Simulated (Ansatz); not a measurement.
CH₃BF₂O (`OB(F)CF`). Total charge 0; spin multiplicity 1.

| atom | x (Å) | y (Å) | z (Å) |
| --- | --- | --- | --- |
| O1 | 1.146 | 0.167 | 1.262 |
| B2 | 0.350 | 0.663 | 0.301 |
| F3 | 0.335 | 1.975 | 0.105 |
| C4 | -0.565 | -0.257 | -0.598 |
| F5 | -0.401 | -1.594 | -0.233 |
| H6 | 1.077 | -0.792 | 1.315 |
| H7 | -1.625 | -0.002 | -0.491 |
| H8 | -0.316 | -0.161 | -1.660 |

(1) What are the harmonic wavenumbers in cm⁻¹ at PBE0-D4/def2-TZVP (Ansatz, finite differences of forces, unscaled)? (Estimate.)

(2) Is this a minimum?

(3) Give the ideal-gas thermochemistry at 298.15 K and 1 bar (rigid rotor, harmonic oscillator; point group Cs, symmetry number 1).

(4) And at 400, 500, 600, 800 and 1000 K?

Answers

(1) Ansatz gave: 119, 197, 400, 450, 513, 640, 795, 902, 1008, 1070, 1245, 1281, 1421, 1456, 1486, 3051, 3095, 3856.

(2) Yes, all 18 modes are real.

(3) Zero-point energy 137.5 kJ/mol; H(298) − E = 153.8 kJ/mol; entropy 307.4 J/(mol·K), of which translation 163.5, rotation 107.6, vibration 36.3; G(298) − E = 62.1 kJ/mol.

(4) 
| T (K) | H − E (kJ/mol) | S (J/mol/K) | G − E (kJ/mol) |
| --- | --- | --- | --- |
| 400 | 162.8 | 333.2 | 29.5 |
| 500 | 173.1 | 356.2 | -5.0 |
| 600 | 184.6 | 377.1 | -41.7 |
| 800 | 210.2 | 413.8 | -120.9 |
| 1000 | 238.3 | 445.1 | -206.8 |
